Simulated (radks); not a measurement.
Results of a calculation; reference values are marked as such.
Nb18+, configuration [Ar] 3d5.

Level of theory: scalar-relativistic Kohn-Sham, LB94 model potential, spin-polarised, spherical densities, finite nucleus; open shells are filled with parallel spins first (spin-orbit coupling, left out, can overturn this in heavy ions); Fermi nuclear charge, rms radius 4.324 fm (a radial shooting solver on a logarithmic mesh with Libxc functionals).

Energy parts (eV):
part                   energy
kinetic            102750.870
electron-nucleus  -226065.893
Hartree             26571.790
(The LB94 potential has no energy functional, so no total or exchange-correlation energy is given.)

Orbitals (lengths in bohr, moments of r in powers of bohr; r(max) is where P^2 peaks):
1s up: occ. 1; eigenvalue (eV) -19532.30; r(max) 0.02348; <r> 0.03603
1s down: occ. 1; eigenvalue (eV) -19532.58; r(max) 0.02349; <r> 0.03603
2s up: occ. 1; eigenvalue (eV) -3267.583; r(max) 0.1330; <r> 0.1572
2s down: occ. 1; eigenvalue (eV) -3268.012; r(max) 0.1329; <r> 0.1569
2p up: occ. 3; eigenvalue (eV) -2988.871; r(max) 0.1062; <r> 0.1368
2p down: occ. 3; eigenvalue (eV) -2989.708; r(max) 0.1062; <r> 0.1366
3s up: occ. 1; eigenvalue (eV) -985.6338; r(max) 0.3834; <r> 0.4192
3s down: occ. 1; eigenvalue (eV) -972.8947; r(max) 0.3842; <r> 0.4210
3p up: occ. 3; eigenvalue (eV) -894.2240; r(max) 0.3737; <r> 0.4142
3p down: occ. 3; eigenvalue (eV) -881.4863; r(max) 0.3745; <r> 0.4162
3d up: occ. 5; eigenvalue (eV) -752.9119; r(max) 0.3095; <r> 0.3813
3d down: occ. 0; eigenvalue (eV) -741.0225; r(max) 0.3083; <r> 0.3823

The highest occupied level is 3d up at -752.91 eV. Spin moment in Bohr magnetons: 5. The electron density at the nucleus is 8.406e+04 e/bohr^3 (large components only). The density falls to 0.001 e/bohr^3 at r = 1.24 bohr. The spin density at the nucleus is 2.06 e/bohr^3 (1s 1.04, 2s -9.40, 3s 10.41).
